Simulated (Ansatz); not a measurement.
In5⁺, relaxed as a singlet with RKS PBE-D4/def2-SVP in Ansatz, starting from the GFN2-xTB geometry. Force threshold 0.02 eV/Å.

In the def2 sets In takes a core potential; there is no spin–orbit coupling. The restricted singlet is unstable towards broken spin symmetry at other levels; at PBE-D4/def2-SVP this wasn't settled. At PBE-D4/def2-SVP a triplet of charge 1 lies 0.21 eV below the restricted singlet, each at its own geometry. The structure comes from a short search, and lower isomers may exist.

Start:

```xyz
5

In    1.4800    1.3874   -1.7348
In   -0.4344   -0.7588   -3.0645
In   -0.9947   -0.9435    0.1777
In   -1.0738   -0.9572    3.3668
In    1.0229    1.2720    1.2548
```

Question: Estimate the energy that the relaxation releases and the steps that it takes.

Answer: 3.3 kcal/mol, in 17 steps; 24 s on 4 threads of Arm Neoverse V2 on a shared host. The force fell under the threshold at step 14, but the optimiser went on. No frequencies were taken in this run, so the end may be a saddle point.

Question: Does the start keep its bonding and symmetry?

Answer: By distances, no bond broke or formed. The bond that changes most is In2–In3, from 3.30 to 3.08 Å (atoms count from 1).

Question: Predict the relaxed structure.

Answer: 
Cartesian coordinates in Å:
```
In 1.509 1.423 -2.322
In -0.641 -0.863 -2.332
In -0.492 -0.470 0.721
In -1.990 -1.873 3.143
In 1.615 1.783 0.790
```
Bond lengths (bridged metal pairs left out): 5 × In–In 3.08 to 3.17 Å.
